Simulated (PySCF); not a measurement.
Method: ωB97X-D3(BJ)/def2-TZVP // PBE0-D3(BJ)/def2-SVP (PySCF). Gas-phase values, no solvent. One relaxed conformer stands for a flexible species; it need not be the lowest. Excitations are Tamm–Dancoff values on a coarser integration grid. The basis has no diffuse functions, so Rydberg states are missing or too high.

Reference species (SMILES): `Bc1cc(C#C)cc2sccc12` (neutral, multiplicity 1).

```json
{
  "HOMO–LUMO gap": "8.15 eV",
  "S1 excitation (TDA)": "4.30 eV"
}
```

Changed species: `Bc1cc(C#C)c2ccsc2c1`.

Task: What does the change do to the HOMO–LUMO gap and S1 excitation (TDA)?

Result: the HOMO–LUMO gap hardly moves; the S1 excitation (TDA) hardly moves.
